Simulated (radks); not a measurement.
Task: Species: Ga III. Configuration: [Ar] 3d10 4p1 (not the ground configuration). Method: scalar-relativistic Kohn-Sham, B86b exchange with PBE correlation, spin-polarised, spherical densities, finite nucleus; open shells are filled with parallel spins first; Fermi nuclear charge, rms radius 3.9973 fm; computed with a radial shooting solver on a logarithmic mesh with Libxc functionals. Some entries of the table are withheld. Estimate them.

orbital,occ.,eigenvalue (hartree),r(max) (bohr),<r> (bohr)
1s up,1,-376.8312,0.03178,0.04860
1s down,1,-376.8297,0.03178,0.04860
2s down,1,-47.20007,0.1824,0.2178
2s up,1,-47.20004,0.1824,0.2178
2p up,3,-41.19231,0.1464,0.1907
2p down,3,-41.19150,0.1464,0.1907
3s up,1,-6.25504,0.5646,0.6520
3s down,1,-6.25339,0.5646,0.6517
3p up,3,-4.44427,0.5670,0.6792
3p down,3,-4.44193,0.5670,0.6786
3d up,5,-1.50923,0.5338,0.7979
3d down,5,-1.50300,0.5333,0.7915
4s up,0,-1.01605,1.773,2.059
4s down,0,-0.96799,1.756,2.036
4p up,1,-0.70443,2.111,(1)
4p down,0,-0.64970,2.084,(2)
4d up,0,-0.34034,3.345,3.881

Result: 
(1) 4p up <r> (bohr): 2.473
(2) 4p down <r> (bohr): 2.444
